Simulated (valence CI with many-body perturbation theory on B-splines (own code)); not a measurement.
**E1 transitions of Eu XXXIII**

Method: relativistic CI+MBPT: three valence electrons over a frozen Dirac-Fock core [Ar] 3d10, radial functions for each j: 11 s, 11 p, 9 d, 7 f, 5 g, 2 h, 1 i, with the one-electron correlation potential Σ1 (screened to all orders), the two-electron term Σ2, the three-electron term Σ3, Breit, model QED; selected single and double excitations, second order for the rest (own B-spline code, finite nucleus).

The last digits are not significant, and no measured levels were compared; by estimate large intervals hold to a few tenths of a per cent, small ones and those within an open d or f shell to about a per cent.

Lines 51 to 100 of 267 in falling wavelength, among levels below 3045.8 × 10³ cm⁻¹, chosen from the strongest by gf and those to the six lowest levels. Wavelengths and rates use the calculated energies. Electric multipoles are in the length gauge, E1 and E2 with the static RPA response of the core. Weak lines are less certain than strong ones. Lines between different terms over intervals too small for the method are left out, as are lines whose strength nearly cancels. The highest levels of a list are the least certain.

Levels are named by their leading jj configuration (3d3/2^4 stands for four electrons in 3d with j = 3/2), which in mixed levels can hold well under half, so a name can repeat and another be missing. Letters in brackets count levels of one name in rising energy.

| λ vac (nm) | Upper | Lower | A (s⁻¹) | S (a.u.) |
| --- | --- | --- | --- | --- |
| 14.69 | (4p1/2^2 4d3/2) J=3/2 | (4s 4p1/2 4d3/2) J=3/2 [a] | 1.01e+10 | 6.32e-02 |
| 14.38 | (4p1/2 4p3/2 4d5/2) J=3/2 [a] | (4s 4p3/2 4d3/2) J=5/2 [a] | 1.34e+10 | 7.84e-02 |
| 14.24 | (4p1/2^2 4p3/2) J=3/2 | (4s 4p1/2 4p3/2) J=3/2 [a] | 1.16e+10 | 6.63e-02 |
| 12.36 | (4s 4p1/2 4d3/2) J=3/2 [a] | (4s 4p1/2 4p3/2) J=3/2 [b] | 5.00e+09 | 1.86e-02 |
| 12.17 | (4s 4p1/2 4p3/2) J=3/2 [a] | (4s^2 4p1/2) J=1/2 | 5.30e+08 | 1.89e-03 |
| 12.03 | (4s 4p1/2 4d3/2) J=5/2 | (4s 4p1/2 4p3/2) J=3/2 [b] | 3.77e+09 | 1.94e-02 |
| 11.83 | (4s 4p3/2^2) J=5/2 | (4s^2 4p3/2) J=3/2 | 1.15e+10 | 5.63e-02 |
| 11.66 | (4p1/2 4p3/2^2) J=3/2 | (4s 4p1/2 4p3/2) J=3/2 [b] | 9.34e+09 | 2.92e-02 |
| 11.62 | (4p1/2 4p3/2 4d5/2) J=5/2 [b] | (4s 4p1/2 4d5/2) J=3/2 | 2.53e+10 | 1.18e-01 |
| 11.61 | (4s 4p3/2 4d3/2) J=3/2 [c] | (4s 4p3/2^2) J=3/2 | 1.83e+10 | 5.66e-02 |
| 11.46 | (4p1/2 4p3/2 4d3/2) J=5/2 [a] | (4p1/2 4p3/2^2) J=5/2 | 2.39e+10 | 1.07e-01 |
| 11.42 | (4p1/2 4p3/2 4d5/2) J=7/2 [b] | (4s 4p1/2 4d5/2) J=5/2 [b] | 2.82e+10 | 1.66e-01 |
| 11.37 | (4s 4p3/2 4d3/2) J=3/2 [b] | (4s^2 4d3/2) J=3/2 | 1.91e+10 | 5.55e-02 |
| 11.33 | (4s 4p3/2 4d5/2) J=7/2 [b] | (4s^2 4d5/2) J=5/2 | 7.50e+10 | 4.31e-01 |
| 11.32 | (4p1/2 4p3/2^2) J=5/2 | (4s 4p1/2 4p3/2) J=3/2 [b] | 7.76e+09 | 3.33e-02 |
| 11.31 | (4s 4p1/2 4d3/2) J=3/2 [a] | (4s 4p1/2 4p3/2) J=5/2 | 7.94e+09 | 2.27e-02 |
| 11.28 | (4p1/2 4p3/2 4d5/2) J=7/2 [a] | (4s 4p1/2 4d5/2) J=5/2 [a] | 4.67e+10 | 2.65e-01 |
| 11.20 | (4p1/2 4p3/2 4d3/2) J=7/2 | (4p1/2 4p3/2^2) J=5/2 | 1.08e+10 | 5.97e-02 |
| 11.19 | (4s 4p3/2 4d3/2) J=5/2 [b] | (4s 4p3/2^2) J=3/2 | 4.86e+10 | 2.01e-01 |
| 11.04 | (4s 4p1/2 4d3/2) J=5/2 | (4s 4p1/2 4p3/2) J=5/2 | 9.09e+08 | 3.62e-03 |
| 11.03 | (4p1/2 4p3/2 4d5/2) J=9/2 | (4s 4p1/2 4d5/2) J=7/2 | 4.08e+10 | 2.70e-01 |
| 10.96 | (4p1/2 4p3/2 4d3/2) J=5/2 [b] | (4s 4p1/2 4d5/2) J=7/2 | 1.29e+10 | 5.03e-02 |
| 10.96 | (4p1/2^2 4d3/2) J=3/2 | (4p1/2^2 4p3/2) J=3/2 | 2.47e+10 | 6.41e-02 |
| 10.85 | (4p1/2 4p3/2 4d5/2) J=1/2 | (4s 4p1/2 4d5/2) J=3/2 | 7.01e+10 | 8.84e-02 |
| 10.84 | (4p1/2 4p3/2^2) J=1/2 | (4s 4p1/2 4p3/2) J=1/2 | 3.67e+10 | 4.61e-02 |
| 10.82 | (4p1/2 4p3/2 4d3/2) J=5/2 [a] | (4s 4p1/2 4d3/2) J=5/2 | 1.31e+10 | 4.90e-02 |
| 10.76 | (4p1/2 4p3/2 4d3/2) J=5/2 [b] | (4s 4p1/2 4d3/2) J=3/2 [b] | 2.71e+10 | 9.99e-02 |
| 10.75 | (4s 4p1/2 4d3/2) J=1/2 | (4s 4p1/2 4p3/2) J=3/2 [b] | 7.07e+09 | 8.66e-03 |
| 10.72 | (4p1/2 4p3/2^2) J=3/2 | (4s 4p1/2 4p3/2) J=5/2 | 2.06e+10 | 5.02e-02 |
| 10.72 | (4s 4p1/2 4d3/2) J=3/2 [b] | (4s 4p1/2 4p3/2) J=3/2 [b] | 1.02e+10 | 2.49e-02 |
| 10.71 | (4s 4p3/2 4d3/2) J=1/2 [b] | (4s 4p3/2^2) J=3/2 | 6.32e+10 | 7.66e-02 |
| 10.71 | (4s 4p1/2 4d3/2) J=3/2 [a] | (4s 4p1/2 4p3/2) J=3/2 [a] | 1.32e+08 | 3.21e-04 |
| 10.69 | (4s 4p3/2 4d3/2) J=3/2 [c] | (4s^2 4d3/2) J=3/2 | 9.50e+10 | 2.29e-01 |
| 10.65 | (4p1/2 4p3/2 4d5/2) J=5/2 [a] | (4s 4p1/2 4d5/2) J=7/2 | 2.06e+10 | 7.38e-02 |
| 10.60 | (4s 4p1/2 4d5/2) J=5/2 [a] | (4s 4p1/2 4p3/2) J=3/2 [b] | 3.80e+09 | 1.34e-02 |
| 10.59 | (4p1/2 4p3/2 4d3/2) J=3/2 [a] | (4s 4p1/2 4d3/2) J=5/2 | 5.44e+10 | 1.28e-01 |
| 10.59 | (4p1/2 4p3/2 4d3/2) J=7/2 | (4s 4p1/2 4d3/2) J=5/2 | 2.94e+10 | 1.38e-01 |
| 10.58 | (4p1/2 4p3/2 4d5/2) J=3/2 [b] | (4s 4p1/2 4d5/2) J=5/2 [b] | 1.07e+11 | 2.50e-01 |
| 10.57 | (4s 4p1/2 4p3/2) J=3/2 [b] | (4s^2 4p1/2) J=1/2 | 1.06e+11 | 2.47e-01 |
| 10.56 | (4p1/2 4p3/2 4d3/2) J=5/2 [a] | (4s 4p1/2 4d3/2) J=3/2 [a] | 2.84e+10 | 9.91e-02 |
| 10.55 | (4p1/2 4p3/2^2) J=1/2 | (4s 4p1/2 4p3/2) J=3/2 [b] | 1.52e+11 | 1.77e-01 |
| 10.51 | (4s^2 4d3/2) J=3/2 | (4s^2 4p3/2) J=3/2 | 8.71e+10 | 2.00e-01 |
| 10.49 | (4p1/2 4p3/2 4d5/2) J=7/2 [b] | (4s 4p1/2 4d5/2) J=7/2 | 3.24e+10 | 1.48e-01 |
| 10.46 | (4s 4p1/2 4d3/2) J=5/2 | (4s 4p1/2 4p3/2) J=3/2 [a] | 3.74e+07 | 1.27e-04 |
| 10.46 | (4p1/2 4p3/2 4d5/2) J=5/2 [a] | (4s 4p1/2 4d3/2) J=3/2 [b] | 1.66e+10 | 5.63e-02 |
| 10.44 | (4p1/2 4p3/2^2) J=5/2 | (4s 4p1/2 4p3/2) J=5/2 | 6.50e+10 | 2.19e-01 |
| 10.42 | (4p1/2 4p3/2 4d5/2) J=3/2 [a] | (4s 4p1/2 4d3/2) J=3/2 [b] | 5.81e+10 | 1.30e-01 |
| 10.41 | (4p1/2^2 4p3/2) J=3/2 | (4s 4p1/2^2) J=1/2 | 6.69e+10 | 1.49e-01 |
| 10.41 | (4p1/2 4p3/2 4d3/2) J=1/2 [b] | (4s 4p1/2 4d3/2) J=1/2 | 7.13e+10 | 7.95e-02 |
| 10.34 | (4p1/2 4p3/2 4d3/2) J=3/2 [a] | (4s 4p1/2 4d3/2) J=3/2 [a] | 6.98e+10 | 1.53e-01 |
